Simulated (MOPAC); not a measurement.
A run for MOPAC: PM3 on BF2H3Si (SMILES FB(F)[SiH3]), a point of a torsion scan.

```
PM3 1SCF PRECISE CHARGE=0 THREADS=1
BF2H3Si

F      1.81200946 1    -1.22588726 1     0.02124519 1
B      1.15325352 1    -0.08078052 1     0.00188897 1
F      1.97384892 1     0.95458026 1     0.00859022 1
Si    -0.82523083 1     0.06131561 1    -0.01751336 1
H     -1.38662981 1    -0.12150949 1     1.32661669 1
H     -1.28526466 1     1.36777554 1    -0.49592061 1
H     -1.44229747 1    -0.95826538 1    -0.87156875 1
```

Program output:

```
*******************************************************************************
 **                                                                           **
 **                              MOPAC v23.2.5                                **
 **                                                                           **
 *******************************************************************************
 ** MOPAC's Digital Object Identifier: https://doi.org/10.5281/zenodo.6511958 **
 **                                                                           **
 ** Please cite the open-source release paper for use of this MOPAC version:  **
 ** J. E. Moussa and J. J. P. Stewart (2026)                                  **
 ** MOPAC: An open-source semiempirical molecular orbital program             **
 ** J. Open Source Softw., 11(119), 8025, https://doi.org/10.21105/joss.08025 **
 *******************************************************************************

                              PM3 CALCULATION RESULTS

 *******************************************************************************
 *  PM3        - The PM3 Hamiltonian to be used
 *
 *
 *
 *                 CHARGE ON SYSTEM = 0
 *
 *
 *
 *  PRECISE    - TIGHTER CRITERIA TO BE USED
 *  1SCF       - DO 1 SCF AND THEN STOP
 *  THREADS=1  - MULTI-THREADING NOT USED
 *  T=         - A TIME OF 172800.0 SECONDS REQUESTED
 *  DUMP=N     - RESTART FILE WRITTEN EVERY 7200.0 SECONDS REQUESTED
 *******************************************************************************
PM3 1SCF PRECISE CHARGE=0 THREADS=1
 BF2H3Si

   ATOM   CHEMICAL          X               Y               Z
  NUMBER   SYMBOL      (ANGSTROMS)     (ANGSTROMS)     (ANGSTROMS)

     1       F          1.81200946  *  -1.22588726  *   0.02124519  *
     2       B          1.15325352  *  -0.08078052  *   0.00188897  *
     3       F          1.97384892  *   0.95458026  *   0.00859022  *
     4      Si         -0.82523083  *   0.06131561  *  -0.01751336  *
     5       H         -1.38662981  *  -0.12150949  *   1.32661669  *
     6       H         -1.28526466  *   1.36777554  *  -0.49592061  *
     7       H         -1.44229747  *  -0.95826538  *  -0.87156875  *



          CARTESIAN COORDINATES

    NO.       ATOM           X           Y           Z

     1         F          1.8120     -1.2259      0.0212
     2         B          1.1533     -0.0808      0.0019
     3         F          1.9738      0.9546      0.0086
     4        Si         -0.8252      0.0613     -0.0175
     5         H         -1.3866     -0.1215      1.3266
     6         H         -1.2853      1.3678     -0.4959
     7         H         -1.4423     -0.9583     -0.8716

  H: (PM3): J. J. P. STEWART, J. COMP. CHEM. 10, 209 (1989).
  B: (PM3): J. J. P. STEWART, J. MOL. MOD., 10, 155-164 (2004)
  F: (PM3): J. J. P. STEWART, J. COMP. CHEM. 10, 209 (1989).
 Si: (PM3): J. J. P. STEWART, J. COMP. CHEM. 10, 209 (1989).

           Empirical Formula: H3 F2 B Si  =     7 atoms



      MOLECULAR POINT GROUP   :   C1


      RHF CALCULATION, NO. OF DOUBLY OCCUPIED LEVELS = 12


 -------------------------------------------------------------------------------
 PM3 1SCF PRECISE CHARGE=0 THREADS=1
 BF2H3Si



     1SCF WAS SPECIFIED, SO BFGS WAS NOT USED
     SCF FIELD WAS ACHIEVED


                              PM3 CALCULATION
                                                       MOPAC v23.2.5 Linux




          FINAL HEAT OF FORMATION =       -178.62424 KCAL/MOL =    -747.36381 KJ/MOL


          COSMO AREA              =        111.76 SQUARE ANGSTROMS
          COSMO VOLUME            =         99.15 CUBIC ANGSTROMS

          IONIZATION POTENTIAL    =         12.006688 EV
          HOMO LUMO ENERGIES (EV) =        -12.007 -0.478
          NO. OF FILLED LEVELS    =         12
          MOLECULAR WEIGHT        =         79.9160         POINT GROUP:  C1

          MOLECULAR DIMENSIONS (Angstroms)

            Atom       Atom       Distance
            H     6    F     1     4.07279
            F     3    H     7     3.72546
            H     5    F     3     2.07705


          SCF CALCULATIONS        =          1





   ATOM   CHEMICAL          X               Y               Z
  NUMBER   SYMBOL      (ANGSTROMS)     (ANGSTROMS)     (ANGSTROMS)

     1       F          1.81200946  *  -1.22588726  *   0.02124519  *
     2       B          1.15325352  *  -0.08078052  *   0.00188897  *
     3       F          1.97384892  *   0.95458026  *   0.00859022  *
     4      Si         -0.82523083  *   0.06131561  *  -0.01751336  *
     5       H         -1.38662981  *  -0.12150949  *   1.32661669  *
     6       H         -1.28526466  *   1.36777554  *  -0.49592061  *
     7       H         -1.44229747  *  -0.95826538  *  -0.87156875  *

                             CARTESIAN COORDINATES

   1    F        1.812009460    -1.225887260     0.021245190
   2    B        1.153253520    -0.080780520     0.001888970
   3    F        1.973848920     0.954580260     0.008590220
   4   Si       -0.825230830     0.061315610    -0.017513360
   5    H       -1.386629810    -0.121509490     1.326616690
   6    H       -1.285264660     1.367775540    -0.495920610
   7    H       -1.442297470    -0.958265380    -0.871568750


           Empirical Formula: H3 F2 B Si  =     7 atoms



      MOLECULAR POINT GROUP   :   C1


                  EIGENVALUES
 -27.77620 -24.50605 -20.50830 -18.64267 -17.91366 -17.14902 -16.25518 -15.96383
 -15.71003 -12.12699 -12.08016 -12.00669  -0.47755   0.76787   1.14511   1.78178
   2.09505   4.75826   4.89158


              NET ATOMIC CHARGES AND DIPOLE CONTRIBUTIONS

  ATOM NO.   TYPE          CHARGE      No. of ELECS.   s-Pop       p-Pop
    1          F          -0.097970        7.0980     1.58562     5.51235
    2          B          -0.135584        3.1356     1.16231     1.97328
    3          F          -0.097504        7.0975     1.58551     5.51199
    4         Si           0.568003        3.4320     0.87610     2.55590
    5          H          -0.073991        1.0740     1.07399
    6          H          -0.082969        1.0830     1.08297
    7          H          -0.079984        1.0800     1.07998
 DIPOLE           X         Y         Z       TOTAL
 POINT-CHG.    -3.220     0.216    -0.002     3.228
 HYBRID         1.361    -0.112     0.039     1.367
 SUM           -1.859     0.104     0.037     1.862


          ATOMIC ORBITAL ELECTRON POPULATIONS

     Atom    s        px        py        pz
    1  F   1.58562   1.90250   1.77030   1.83955
    2  B   1.16231   0.93686   0.68841   0.34801
    3  F   1.58551   1.87084   1.80180   1.83935
    4 Si   0.87610   0.73971   0.90554   0.91065
    5  H   1.07399
    6  H   1.08297
    7  H   1.07998

 **********************
 *                    *
 * JOB ENDED NORMALLY *
 *                    *
 **********************




 == MOPAC DONE ==
```

The run finished.

Cost: about 0.010 core-seconds (a rough figure).
